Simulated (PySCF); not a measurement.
## Se²⁺: ionisation energy

Se²⁺ [Ar] 3d10 4s2 4p2 (3P) → Se³⁺ [Ar] 3d10 4s2 4p1 (2P), as a difference of total energies. Calculation: PySCF 2.14, in aug-cc-pVQZ-DK; the spin-free X2C one-electron Hamiltonian (Gaussian nucleus). Correlated levels: valence: [Ar] 3d10 frozen. The calculations carry no spin-orbit coupling.

| method | ionisation energy (eV) |
| --- | --- |
| UHF | 30.997 |
| MP2 (valence) | 31.428 |
| SCS-MP2 (valence) | 31.352 |
| CCSD (valence) | 31.453 |
| CCSD(T) (valence) | 31.479 |

Problem. How much does correlation contribute at CCSD(T) (valence)?

Solution. 31.479 − (30.997) = 0.482 eV, measured against UHF.

A first-order spin-orbit estimate (lowest level to lowest level, LS coupling) adds -0.038 eV.

Errors of the correlated levels include the incompleteness of this basis and the frozen core.

For comparison: 31.697 ± 0.019 eV (measured; NIST Atomic Spectra Database, ionization energies).
